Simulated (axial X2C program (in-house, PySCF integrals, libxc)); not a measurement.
**Spin–orbit effects along a row: molecules with Li (ions), PBE0**

Computed with an in-house relativistic program for diatomic molecules, spin-free (one-electron X2C) or two-component (2c: spin–orbit coupling with atomic mean-field Coulomb and Gaunt terms, which also bring small scalar terms), in Dyall basis sets with cores contracted in-house; open shells are unrestricted.

Basis sets: Cd dyall-acv3z, I dyall-acv3z, Li dyall-av3z, Mo dyall-acv3z, Nb dyall-acv3z, Pd dyall-acv3z, Rh dyall-acv3z, Sb dyall-acv3z, Sn dyall-acv3z, Sr dyall-acv3z, Te dyall-acv3z.

```tsv
molecule	spin-free state	Re (Å)	ωe (cm⁻¹)	De (eV)	2c state	Re 2c (Å)	ωe 2c (cm⁻¹)	De 2c (eV)
LiSr⁻	M_S = 0, Λ = 0	3.884	143.0	0.57	Ω = 0	3.884	143.0	0.57
LiNb⁻	M_S = 5/2, Λ = 1	3.103	209.5	n/a	Ω = 1/2	2.914	227.8	n/a
LiMo⁻	M_S = 3, Λ = 0	2.988	210.7	n/a	Ω = 3	2.988	210.5	n/a
LiRh⁻	M_S = 1/2, Λ = 2	2.274	346.9	1.34	Ω = 5/2	2.277	338.1	n/a
LiPd⁻	M_S = 0, Λ = 0	2.233	386.9	1.71	Ω = 0	2.231	387.1	1.71
LiCd⁻	M_S = 0, Λ = 0	3.402	111.6	0.27	Ω = 0	3.397	111.9	0.27
LiSn⁻	M_S = 2, Λ = 0	2.806	249.6	0.87	Ω = 1	2.782	276.8	1.15
LiSb⁻	M_S = 1/2, Λ = 1	2.547	389.4	1.36	Ω = 3/2	2.559	375.3	1.39
LiTe⁻	M_S = 0, Λ = 0	2.384	506.5	2.01	Ω = 0	2.390	497.2	1.87
LiI⁻	M_S = 1/2, Λ = 0	2.543	364.5	1.29	Ω = 1/2	2.545	362.7	1.29
```

Fragments in 2c: Sr + Li-, Nb + Li-, Mo + Li-, Rh- + Li, Pd- + Li, Cd + Li-, Sn- + Li, Sb- + Li, Te- + Li, I- + Li. Each entry is the lowest single determinant of a limited PBE0 search at one distance. De goes to single-determinant-based atoms at the same level (for ions the charge split of lowest energy) and is withheld (n/a) where an atom does not fit its ground term or J level. Main or longest-lived isotopes. One determinant is a doubtful description, or other states lie close, for LiSr⁻, LiNb⁻, LiMo⁻, LiRh⁻, LiPd⁻, LiCd⁻, LiSn⁻, LiSb⁻; these need not be ground states, and all values refer to the states named. Some open-shell Ω = 0 determinants are out of reach, so the Ω given for LiMo⁻, LiSn⁻ need not be the lowest component. With several unpaired electrons the Ω given is that of one determinant, not necessarily of the lowest component. The functionals have no current term, which raises determinants with orbital currents. The lowest determinant changes configuration between the Hamiltonians for LiNb⁻, LiSn⁻, so two states are compared there.
